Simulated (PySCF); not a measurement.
Method: CAM-B3LYP-D3(BJ)/def2-TZVP in PySCF. All species are isolated molecules in the gas phase. Delta-SCF ions had no search for a lower state. Excitations are Tamm–Dancoff values on a coarser integration grid. The basis has no diffuse functions, so Rydberg states are missing or too high.

Reference species (SMILES): `IB(I)I` (neutral, multiplicity 1).

```
Property                                  Result
--------------------------------------  --------
vertical ionisation energy (Delta-SCF)   9.42 eV
LUMO                                    -1.44 eV
HOMO                                    -8.60 eV
S1 excitation (TDA)                      3.82 eV
```

After one change: the vertical ionisation energy (Delta-SCF) increases by 0.28 eV; the LUMO rises by 0.29 eV; the HOMO falls by 0.21 eV; the S1 excitation (TDA) rises by 0.42 eV.

**Question.** Name the change that produced these shifts. The new species is one of these.
A) `ClB(I)I`
B) `ClB(Cl)I`
C) `ClB(Cl)Cl`

**Answer.** A, `ClB(I)I`
